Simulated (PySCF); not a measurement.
SMILES N#Cc1ccc(O[SiH3])s1, GFN2-xTB optimised geometry.

```
14

N     -2.26    -3.96     0.00
C     -1.57    -3.04     0.00
C     -0.72    -1.94     0.00
C      0.65    -1.94     0.00
C      1.21    -0.65     0.00
C      0.26     0.34     0.00
O      0.48     1.63     0.00
Si    -0.54     2.92    -0.02
S     -1.35    -0.31     0.00
H      1.24    -2.84     0.00
H      2.26    -0.44     0.00
H      0.47     3.96    -0.01
H     -1.37     2.86    -1.22
H     -1.39     2.87     1.17
```

Density from PBE/def2-TZVP in PySCF at that geometry.

Minimum of the electron density along straight lines between bonded atoms, close to the bond critical point (lines longer than 1.1 times the sum of covalent radii, or with two minima, are not listed):

```
bond     length / Å  ρ at the minimum / e bohr⁻³  ∇²ρ there / e bohr⁻⁵  position (fraction from the first atom)
-------  ----------  ---------------------------  --------------------  ---------------------------------------
N1–C2         1.148                        0.497                 -0.23                                     0.65
C2–C3         1.394                        0.301                 -0.85                                     0.52
C3–C4         1.371                        0.321                 -0.90                                     0.51
C4–C5         1.403                        0.306                 -0.85                                     0.50
C5–C6         1.369                        0.326                 -0.93                                     0.47
C6–O7         1.318                        0.314                 -0.43                                     0.34
O7–Si8        1.643                        0.133                  0.84                                     0.59
C3–S9         1.746                        0.202                 -0.37                                     0.47
C6–S9         1.737                        0.209                 -0.40                                     0.49
C4–H10        1.075                        0.288                 -1.03                                     0.65
C5–H11        1.074                        0.286                 -1.01                                     0.65
Si8–H12       1.451                        0.130                  0.17                                     0.50
Si8–H13       1.462                        0.127                  0.16                                     0.50
Si8–H14       1.462                        0.127                  0.16                                     0.50
```
